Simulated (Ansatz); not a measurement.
System: SiN, charge 0, multiplicity 2. 
Structure (B3LYP-D3(BJ)/def2-TZVP (Ansatz, a quantum-chemistry and plane-wave program) minimum search):
SMILES: [N+]#[Si-]
```xyz
2

N      0.0000     0.0000    -1.0450
Si     0.0000     0.0000     0.5225
```
Charge 0, spin multiplicity 2.

Basis-set convergence of Hartree-Fock and MP2 correlation energies (hartree) with Ansatz. Correlated levels leave the core frozen unless marked. Open shells are spin-unrestricted. Spin-orbit coupling is left out. No relativistic terms.

The UHF reference is spin-contaminated (<S^2> 0.42 over the pure value in the largest basis). The T1 diagnostic of CCSD in the largest basis is 0.079, which is high, so the coupled-cluster rows are less sure than usual.

```json
[
 {"basis": "def2-SVPD", "functions": "44", "E(HF)": "-343.13278", "E(corr, MP2)": "-0.20835"},
 {"basis": "def2-TZVPPD", "functions": "85", "E(HF)": "-343.30123", "E(corr, MP2)": "-0.24684"},
 {"basis": "def2-QZVPPD", "functions": "139", "E(HF)": "-343.31218", "E(corr, MP2)": "-0.26375"}
]
```

Extrapolating the two largest sets (X = 3 and 4) as X^-3: E(corr) = (64·(-0.26375) - 27·(-0.24684))/37 = -0.2761 Eh, an estimate of the basis-set limit. The largest set recovers 95.5 % of it, the smallest 75.5 %.
